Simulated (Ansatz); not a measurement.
Molecule: sum formula SrOH, charge 0, multiplicity 2. It need not be the lowest isomer of its formula. 
Geometry from a B3LYP-D3(BJ)/def2-TZVP (Ansatz, a first-principles code) optimisation:
```
O
H 1 0.9562
Sr 1 2.1175 2 180.00
```
Charge 0, spin multiplicity 2.

Basis-set convergence of Hartree-Fock and MP2 correlation energies (hartree) with Ansatz. Correlated levels leave the core frozen unless marked. Open shells are spin-unrestricted. Spin-orbit coupling is left out. Frozen are the shells of the preceding noble gas and the d and f shells that filled before the atom's block. The outer core of K, Ca and their heavier congeners is not correlated, a term that matters for these elements. In def2 rows, elements after Kr have scalar-relativistic effective core potentials.

```tsv
basis	functions	E(HF)	E(corr, MP2)
def2-SVP	42	-105.76957	-0.21040
def2-TZVPP	85	-105.87749	-0.27017
def2-QZVPP	150	-105.88434	-0.29351
```

Extrapolating the two largest sets (X = 3 and 4) as X^-3: E(corr) = (64·(-0.29351) - 27·(-0.27017))/37 = -0.3105 Eh, an estimate of the basis-set limit. The largest set recovers 94.5 % of it, the smallest 67.8 %.
